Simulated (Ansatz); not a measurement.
Basis sets compared for the cluster Hg₄S₃. The state is a singlet with charge 0. Geometry r2SCAN-D4/def2-SVP. Ansatz on 4 threads of Arm Neoverse V2 on a shared host; times are rough, and most runs start from earlier orbitals.

```csv
atom,x (Å),y (Å),z (Å)
Hg1,0.091,0.940,2.046
Hg2,-0.755,-0.661,-0.584
Hg3,-2.768,-2.411,-2.114
Hg4,2.019,0.902,-0.423
S5,1.041,-0.393,-2.186
S6,-1.872,-0.336,1.538
S7,2.245,1.958,1.724
```

In the def2 sets Hg takes a core potential; there is no spin–orbit coupling. The structure comes from a short search, and lower isomers may exist.

Binding counts from free atoms (Hg singlet, S triplet) in the same basis, without a counterpoise term.

| level | functions | energy (Eh) | HOMO (eV) | LUMO (eV) | binding per atom (eV) | wall time |
| --- | --- | --- | --- | --- | --- | --- |
| PBE-D4/def2-SVP | 182 | -1807.9338 | -5.76 | -3.51 | 1.27 | 3.1 s |
| PBE0-D4/def2-SVP | 182 | -1807.8622 | -6.91 | -2.82 | 1.20 | 6 s |

(1) Estimate the rows for PBE-D4/def2-TZVP (with forces), PBE0-D4/def2-TZVP.

Results:

(1) 
```tsv
level	functions	energy (Eh)	HOMO (eV)	LUMO (eV)	binding per atom (eV)	wall time
PBE-D4/def2-TZVP (with forces)	283	-1808.3980	-5.84	-3.59	1.39	7.5 s
PBE0-D4/def2-TZVP	283	-1808.3236	-6.94	-2.89	1.33	13 s
```
